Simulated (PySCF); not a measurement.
**Frontier orbitals and the lowest excitations**

C8H8O.
Cartesian coordinates in Å at the GFN2-xTB level; atoms count from 1:
```
atom  x, y, z in Å
C1     1.8156   -1.8770    0.3704
C2     1.3500   -0.8683   -0.0731
C3     0.7742    0.3699   -0.5743
C4     1.4807    1.5029    0.0034
C5     2.0568    2.4248    0.5027
C6    -0.7311    0.4687   -0.2553
C7    -1.1712    0.0306    1.1468
C8    -1.9294   -1.0747    0.4075
O9    -1.4972   -0.5776   -0.8604
H10    2.2299   -2.7680    0.7374
H11    0.8830    0.3903   -1.6671
H12    2.5685    3.2378    0.9238
H13   -1.0934    1.4564   -0.5683
H14   -1.7938    0.7464    1.6768
H15   -0.3635   -0.3105    1.7890
H16   -1.5677   -2.0913    0.5827
H17   -3.0184   -1.0484    0.4975
```

Theory: PySCF 2.14.0, density-fitted response routines, TDDFT PBE0/def2-SVPD, vertical, gas phase, core orbitals frozen in the response.

Kohn–Sham orbitals with the atoms that hold most of them (Löwdin shares over 4%, at most four atoms; ? is withheld):

```csv
orbital,ε (eV),atoms
HOMO-3,-8.42,"C4 25%, C5 24%, C2 20%, C1 18%"
HOMO-2,-8.09,"C1 17%, C2 16%, C5 15%, C4 14%"
HOMO-1,-7.95,?
HOMO,?,?
LUMO,0.44,"C5 19%, C1 18%, C2 16%, C4 16%"
LUMO+1,0.55,"C1 14%, H11 14%, C2 13%, C5 12%"
LUMO+2,0.85,"C5 16%, C4 12%, C1 9%, C8 9%"
```

(1) Give the leading atoms of the HOMO.

(2) Which atoms hold the HOMO-1, and with what shares?

(3) What is the HOMO energy, and the HOMO–LUMO gap?

## Answers

(1) O9 (bonded to 2 C) 44%; C8 (bonded to C, O and 2 H) 8%; C6 (bonded to 2 C, O and H) 8%; C3 (bonded to 3 C and H) 6%. By element: oxygen 44%, carbon 23% or more.

(2) C1 (bonded to C and H) 27%; C2 (bonded to 2 C) 26%; C5 (bonded to C and H) 19%; C4 (bonded to 2 C) 19%.

(3) ε(HOMO) = -7.37 eV; the gap is 7.81 eV (0.2871 hartree).

Question: The HOMO–LUMO gap is 7.81 eV. Where does the response calculation put the lowest singlet, and from which orbitals?

Answer: S1 is at 6.45 eV (f = 0.0054), 1.36 eV below the gap, made of HOMO→LUMO (49%), HOMO-2→LUMO (20%), HOMO→LUMO+1 (13%). 

Next come S2 at 6.66 eV (f 0.0012), HOMO-1→LUMO (35%), HOMO-1→LUMO+1 (18%), HOMO-3→LUMO (12%); S3 at 6.70 eV (f 0.018), HOMO→LUMO+1 (49%), HOMO→LUMO (18%), HOMO-1→LUMO+1 (12%); S4 at 6.80 eV (f 0.010), HOMO-1→LUMO+1 (18%), HOMO-1→LUMO (16%), HOMO→LUMO+3 (16%); S5 at 6.87 eV (f 0.0010), HOMO-1→LUMO+3 (23%), HOMO-2→LUMO (17%), HOMO-4→LUMO (12%).

Löwdin shares depend on the basis, the more so with diffuse functions.

One conformer stands for the species.
